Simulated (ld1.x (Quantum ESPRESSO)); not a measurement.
**Transferability test, ultrasoft potential for N (Z = 7)**

| Property | Result |
| --- | --- |
| Element | nitrogen (N) |
| Generator | ld1.x (Quantum ESPRESSO) 7.5 |
| Type | ultrasoft |
| Functional | PBE |
| Relativity | scalar-relativistic |
| Frozen core | [He] |
| Valence charge | 5 |
| Reference configuration | 2s1.75 2p3.25 |
| Partial waves | 2s (bound): rcut 1.05, rcutus 1.15 bohr; 2s channel at 3.55 Ry: rcut 1.05, rcutus 1.15 bohr; 2p (bound): rcut 1.05, rcutus 1.25 bohr; 2p channel at 1.35 Ry: rcut 1.05, rcutus 1.25 bohr; 3d channel at 0.05 Ry: rcut 0.95, rcutus 1.05 bohr |
| Local potential | all-electron potential smoothed inside 0.95 bohr (lloc = -1) |
| Core correction | none |
| Augmentation charge | built from norm-conserving waves at rcut, not smoothed further |

Energies are relative to the spin-unpolarised reference configuration 2s1.75 2p3.25; without spin polarisation the order of configurations can differ from experiment. The frozen-core shift is the all-electron ΔE with the core orbitals held at their reference shape minus the fully relaxed ΔE.

```
valence configuration  charge  ΔE all-electron (eV)  error AE − PS (meV)  frozen-core shift (meV)
              2s2 2p3       0                -2.874                 +0.6                      0.0
              2s2 2p1      +2                39.571                  +69                     +1.6
              2s2 2p0      +3                86.653                 +363                     +9.6
              2s1 2p3      +1                22.498                 -1.9                     +0.4
            2s2 2p2.5    +0.5                 2.219                 +2.5                      0.0
```

Q: What are ΔE and the potential's error for 2s2 2p2?

A: ΔE = 10.717 eV all-electron; the error (AE − PS) is +9.0 meV.

Q: What are ΔE and the potential's error for 2s1 2p0?

A: ΔE = 164.472 eV all-electron; the error (AE − PS) is +650 meV.
